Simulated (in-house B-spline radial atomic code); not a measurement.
Inner levels of osmium as electrons are removed. A shift is the extra binding of the orbital against the neutral atom ([Xe] 4f14 5d3/2(4) 5d5/2(2) 6s2). The density at the nucleus is averaged over the nuclear charge. Computed with a B-spline radial code for spherical atoms: Dirac-Hartree-Fock, jj configuration that fills j = l - 1/2 first, finite nuclei.

A number in brackets counts the electrons of a j subshell.

| ion | configuration | shift of 2s1/2 (eV) | shift of 3p1/2 (eV) | shift of 1s1/2 (eV) | radius of 2s1/2 (bohr) | radius of 3p1/2 (bohr) | radius of 1s1/2 (bohr) | Σ<r²> (bohr²) | change of density at nucleus (bohr⁻³) |
| --- | --- | --- | --- | --- | --- | --- | --- | --- | --- |
| Os45+ | [Ar] 3d10 4s2 4p1/2(1) | 2236.54 | 2136.08 | 2271.96 | 0.074074 | 0.17992 | 0.017733 | 1.2052 | 4130.17 |
| Os46+ | [Ar] 3d10 4s2 | ? | ? | ? | ? | ? | ? | ? | ? |
| Os47+ | [Ar] 3d10 4s1 | 2407.47 | 2287.98 | 2460.85 | 0.07405 | 0.17954 | 0.017732 | 0.87542 | -2907.73 |
| Os48+ | [Ar] 3d10 | 2492.38 | 2365.44 | 2554.35 | 0.074043 | 0.17933 | 0.017731 | 0.71375 | -10027.3 |
| Os49+ | [Ar] 3d3/2(4) 3d5/2(5) | 2653.37 | 2493.68 | 2720.49 | 0.073998 | 0.17837 | 0.017731 | 0.67097 | -9331.61 |
| Os50+ | [Ar] 3d3/2(4) 3d5/2(4) | 2816.4 | 2623.24 | 2888.99 | 0.07395 | 0.17742 | 0.017732 | 0.62943 | -8621.58 |
| Os51+ | [Ar] 3d3/2(4) 3d5/2(3) | 2981.47 | 2754.09 | 3059.85 | 0.073902 | 0.17648 | 0.017732 | 0.5891 | -7897.17 |
| Os52+ | [Ar] 3d3/2(4) 3d5/2(2) | ? | ? | ? | ? | ? | ? | ? | ? |
| Os53+ | [Ar] 3d3/2(4) 3d5/2(1) | 3317.71 | 3019.7 | 3408.63 | 0.073799 | 0.1746 | 0.017732 | 0.51186 | -6405.17 |
| Os54+ | [Ar] 3d3/2(4) | 3488.86 | 3154.44 | 3586.56 | 0.073746 | 0.17367 | 0.017732 | 0.47487 | -5637.48 |
| Os55+ | [Ar] 3d3/2(3) | 3666.1 | 3282.67 | 3772.38 | 0.073685 | 0.17281 | 0.017732 | 0.44012 | -4803.29 |
| Os56+ | [Ar] 3d3/2(2) | 3845.42 | 3412.17 | 3960.71 | 0.073623 | 0.17196 | 0.017732 | 0.40635 | -3953.26 |
| Os57+ | [Ar] 3d3/2(1) | 4026.81 | 3542.97 | 4151.53 | 0.07356 | 0.17111 | 0.017733 | 0.37352 | -3087.33 |
| Os58+ | [Ne] 3s2 3p6 | 4210.27 | 3675.05 | 4344.85 | 0.073494 | 0.17027 | 0.017733 | 0.34161 | -2205.43 |
| Os59+ | [Ne] 3s2 3p1/2(2) 3p3/2(3) | ? | ? | ? | ? | ? | ? | ? | ? |
| Os60+ | [Ne] 3s2 3p1/2(2) 3p3/2(2) | 4545.3 | 3936.19 | 4733.67 | 0.073363 | 0.16877 | 0.017729 | 0.26085 | -261.53 |
| Os61+ | [Ne] 3s2 3p1/2(2) 3p3/2(1) | 4714.89 | 4068.16 | 4930.98 | 0.073296 | 0.16803 | 0.017727 | 0.22159 | 730.46 |

Task: Fill in the row of Os46+.

Result: shift of 2s1/2 (eV): 2323.34; shift of 3p1/2 (eV): 2211.14; shift of 1s1/2 (eV): 2368.33; radius of 2s1/2 (bohr): 0.074055; radius of 3p1/2 (bohr): 0.17975; radius of 1s1/2 (bohr): 0.017732; Σ<r²> (bohr²): 1.0401; change of density at nucleus (bohr⁻³): 4040.15.

Task: Fill in the row of Os52+.

Result: shift of 2s1/2 (eV): 3148.58; shift of 3p1/2 (eV): 2886.25; shift of 1s1/2 (eV): 3233.06; radius of 2s1/2 (bohr): 0.073851; radius of 3p1/2 (bohr): 0.17554; radius of 1s1/2 (bohr): 0.017732; Σ<r²> (bohr²): 0.54992; change of density at nucleus (bohr⁻³): -7158.39.

Task: Fill in the row of Os59+.

Result: shift of 2s1/2 (eV): 4377.09; shift of 3p1/2 (eV): 3805.15; shift of 1s1/2 (eV): 4538.29; radius of 2s1/2 (bohr): 0.073429; radius of 3p1/2 (bohr): 0.16952; radius of 1s1/2 (bohr): 0.017731; Σ<r²> (bohr²): 0.30085; change of density at nucleus (bohr⁻³): -1240.16.
